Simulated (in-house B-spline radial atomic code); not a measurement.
A calculation on S (an excited or competing configuration): its settings, and results tabulated from the run. Level of theory: Dirac-Hartree-Fock, average of the jj configuration, Fermi nucleus of rms radius 3.2611 fm; calculated with a B-spline radial code for spherical atoms.

In the input, a minus or plus after the letter marks the j = l - 1/2 or j = l + 1/2 subshell.

Command:
```bash
python run_scf.py task.json out
```
Settings (nuclear radius in fm, mass in u):
```
Z                16
configuration    1s2 2s2 2p6 3s2 3p-2 3p+2
hamiltonian      dirac
method           hf
spin_polarised   False
nucleus          fermi
rms_radius       3.2611
atomic_mass      31.97207
speed_of_light   137.035999084
```

Output (hartree, bohr):
```
 radial grid: 79 intervals, B-splines of order 8, outer radius 50 bohr

 iter        energy (Eh)    residual
    1       -396.7748200    2.67e-01
    2       -398.3436765    6.87e-02
    3       -398.5623856    2.48e-02
    4       -398.5919708    1.00e-02
    5       -398.5965778    2.67e-03
    6       -398.5969491    3.90e-04
    7       -398.5969589    9.69e-05
    8       -398.5969597    1.85e-05
    9       -398.5969598    4.56e-06
   10       -398.5969598    1.87e-07

 total energy                     -398.596960
 kinetic                            400.85436
 electron-nucleus                  -951.67181
 electron-electron                  152.22049

 first-order corrections (not in the total)
   Gaunt                            0.09456
   retardation                     -0.00687
   frequency dependence            -0.00007
   self-energy                      0.06147
   Uehling                         -0.00404
   Wichmann-Kroll                   0.00001
   recoil                           0.00568

 orbital      occ     eigenvalue          <r>       <r^2>       <1/r>     <1/r^2>       <r^4>       r_max    small
 1s1/2      2.000      -92.32604    0.0967251   0.0125897     15.6706     498.781 0.000411117     0.06333  3.24e-03
 2s1/2      2.000       -9.06103     0.473668    0.266311     3.09583     39.9781    0.127338      0.3865  5.01e-04
 2p1/2      2.000       -6.72988      0.43825    0.239097     2.97793     12.4896    0.121383      0.3255  4.72e-04
 2p3/2      4.000       -6.66722      0.44141    0.242592     2.95348     12.2039    0.125399      0.3277  4.67e-04
 3s1/2      2.000       -0.88728      1.71412     3.41747    0.790307     3.63342     20.0031       1.414  6.62e-05
 3p1/2      2.000       -0.41879      2.07211     5.13654    0.648182    0.942207     50.2031       1.611  4.75e-05
 3p3/2      2.000       -0.43079      2.06649     5.09906    0.649916    0.943217     49.0556       1.616  4.80e-05
```

Cost of the run: 0.8 s on 1 thread of Arm Neoverse V1 (shared host).

For the Dirac Hamiltonian the kinetic term is c α·p + (β - 1)c².
